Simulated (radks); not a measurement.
The ruthenium ion Ru8+ is in [Kr]. Method: non-relativistic Kohn-Sham, PBE, spin-polarised, spherical densities, point nucleus; computed with a radial shooting solver on a logarithmic mesh with Libxc functionals. Open shells are filled with parallel spins first. One electron is removed from 3d, 4s, 4p, 3p in turn, with full relaxation. Which removal costs least, and what does each cost?

Answer. 4p 178.38 eV; 4s 207.16 eV; 3d 437.11 eV; 3p 597.80 eV. The 4p electron leaves first.
